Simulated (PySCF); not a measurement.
## Electron correlation in O(2+) (oxygen, charge +2)

[He] 2s2 2p2, high-spin 3P determinant. Calculation: PySCF 2.14, in aug-cc-pCVTZ-DK (7s6p4d2f, 59 functions); scalar relativity by spin-free X2C-1e. Frozen: 1s2; 4 electrons correlated.

| level | correlation energy (mhartree) |
| --- | --- |
| CCSD | -99.45 |
| (T) | -1.38 |
| CCSD(T) | -100.83 |

Diagnostics: T1 = 0.0048, D1 = 0.0097, largest double amplitude 0.122.

Cost of the coupled-cluster step: of the order of 5 core-seconds, for 4 correlated electrons.
